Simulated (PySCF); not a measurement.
SMILES [SiH3]C[SiH2][GeH3] (GFN2-xTB optimised geometry):

```
14

Si     1.838    -0.533     0.000
C     -0.062    -0.533     0.000
Si    -0.860     1.191     0.000
Ge    -0.197     2.381    -1.897
H      2.324     0.117     1.220
H      2.324     0.190    -1.180
H      2.322    -1.916    -0.037
H     -0.421    -1.091     0.864
H     -0.410    -1.077    -0.879
H     -0.469     1.916     1.215
H     -2.324     1.059     0.024
H      0.105     1.558    -3.118
H     -1.200     3.372    -2.417
H      1.041     3.219    -1.751
```

Method: PySCF with B3LYP/def2-TZVP.

### Question
What are the frontier orbital energies and the dipole moment?

### Answer
HOMO-2 -8.94 eV, HOMO-1 -8.52 eV, HOMO -8.16 eV, LUMO -0.34 eV, LUMO+1 0.09 eV; dipole moment 1.26 D.

On the same geometry PBE/def2-TZVP run with PySCF gives HOMO-2 -7.84 eV, HOMO-1 -7.50 eV, HOMO -7.23 eV, LUMO -0.94 eV, LUMO+1 -0.56 eV; dipole moment 1.21 D.

Meta-Löwdin charges at B3LYP/def2-TZVP: Si1 0.52, C2 -0.67, Si3 0.45, Ge4 0.09, H5 -0.10, H6 -0.10, H7 -0.10, H8 0.13, H9 0.13, H10 -0.10, H11 -0.09, H12 -0.05, H13 -0.05, H14 -0.05.
